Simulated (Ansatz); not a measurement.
Ansatz (an electronic-structure program) input (CCSD(T)/aug-cc-pV(Q+d)Z):
A basis named .json is the Basis Set Exchange file of that set.

Ansatz 0.2 input:
```yaml
crystal:
  periodic: [false, false, false]
  atoms:
    - {symbol: Si, position_ang: [-0.00000000, -0.00000000, -0.52250080]}
    - {symbol: N, position_ang: [0.00000000, 0.00000000, 1.04500159]}
basis:
  gaussian:
    orbitals: aug-cc-pV_Q+d_Z.json
total_charge: 1
magnetization: {spin_polarized: true, initial_magnetization: 2}
correlation: {method: ccsd_t, electrons: outside_noble_gas}
```

Output:

```
Functional definition: HF
integrals: 0.83 GiB planned
1057 factors; integrals over basis functions are off by at most 6.9e-4 eV
mean field: 0.49 GiB planned
mean field evaluation 1: about -9323.9333 eV, gradient 4.1e1 eV
mean field evaluation 2: about -9323.9335 eV, gradient 4.1e1 eV
mean field evaluation 4: about -9332.3432 eV, gradient 4.1e0 eV
mean field evaluation 8: about -9333.2051 eV, gradient 8.4e-1 eV
mean field evaluation 16: about -9333.2560 eV, gradient 9.4e-1 eV
mean field evaluation 32: about -9332.3430 eV, gradient 4.1e0 eV
mean field evaluation 64: about -9331.4996 eV, gradient 1.3e1 eV
mean field evaluation 96: about -9329.8217 eV, gradient 1.1e-1 eV
mean field evaluation 128: about -9333.3549 eV, gradient 8.0e-1 eV
mean field evaluation 160: about -9333.3635 eV, gradient 1.6e-1 eV
mean field evaluation 192: about -9327.4997 eV, gradient 2.0e0 eV
mean field evaluation 224: about -9333.2361 eV, gradient 3.1e-1 eV
mean field evaluation 256: about -9331.8822 eV, gradient 5.5e0 eV
mean field evaluation 288: about -9329.3785 eV, gradient 4.0e0 eV
mean field evaluation 320: about -9333.1225 eV, gradient 1.2e0 eV
mean field evaluation 352: about -9329.6071 eV, gradient 5.3e-1 eV
mean field evaluation 384: about -9328.8178 eV, gradient 8.6e-3 eV
mean field evaluation 416: about -9333.2389 eV, gradient 2.7e-3 eV
mean field evaluation 448: about -9326.5247 eV, gradient 8.1e0 eV
mean field evaluation 480: about -9327.3775 eV, gradient 7.6e-2 eV
mean field evaluation 512: about -9326.4142 eV, gradient 6.2e0 eV
mean field evaluation 544: about -9324.9240 eV, gradient 2.3e-1 eV
mean field evaluation 576: about -9327.5460 eV, gradient 6.8e-4 eV
mean field evaluation 608: about -9325.1662 eV, gradient 1.3e1 eV
mean field evaluation 640: about -9329.5302 eV, gradient 1.0e1 eV
mean field evaluation 672: about -9325.0434 eV, gradient 8.4e0 eV
mean field evaluation 704: about -9329.6218 eV, gradient 7.1e-4 eV
mean field evaluation 736: about -9324.3130 eV, gradient 1.7e0 eV
mean field -9333.36379189 eV, -342.9947929709 hartree, gradient 3.2e-6 eV, S^2 2.106364; 15 other end points of the search recorded, 0 dependent functions left out
determinant -9333.36379189 eV, -342.9947929709 hartree, with singles and doubles -9339.74534922 eV, -343.2293108770 hartree
determinant -9333.32858879 eV, -342.9934992805 hartree, with singles and doubles -9339.65618777 eV, -343.2260342544 hartree
determinant -9333.23889954 eV, -342.9902032616 hartree, with singles and doubles -9339.92119289 eV, -343.2357730126 hartree
determinant -9329.82369247 eV, -342.8646967166 hartree, with singles and doubles -9337.07334091 eV, -343.1311163829 hartree
determinant -9327.54597114 eV, -342.7809920016 hartree, with singles and doubles -9333.10416907 eV, -342.9852520081 hartree
determinant -9333.36379189 eV, -342.9947929709 hartree, with singles and doubles -9339.74057846 eV, -343.2291355548 hartree
determinant -9333.32858879 eV, -342.9934992805 hartree, with singles and doubles -9339.49756066 eV, -343.2202048156 hartree
determinant -9333.23889954 eV, -342.9902032616 hartree, with singles and doubles -9339.80306098 eV, -343.2314317451 hartree
6 core orbitals not correlated
reference -9333.23889954 eV, -342.9902032616 hartree; 5, 3 occupied and 158, 160 virtual orbitals, 1057 factors
second order -5.71185109 eV of doubles, -0.00000000 eV of singles
coupled cluster: 2.04 GiB planned
cycle   1  -6.56416269 eV  change   -1.2e-6 eV  update   3.0e-6
coupled cluster: 2.04 GiB planned
perturbative correction -0.32787220 eV, -0.0120490811 hartree
Total energy: -9340.13093443 eV, -343.2434808722 hartree
```

This state (charge 1, triplet) is run at the relaxed geometry of the species with charge 0 and multiplicity 2.
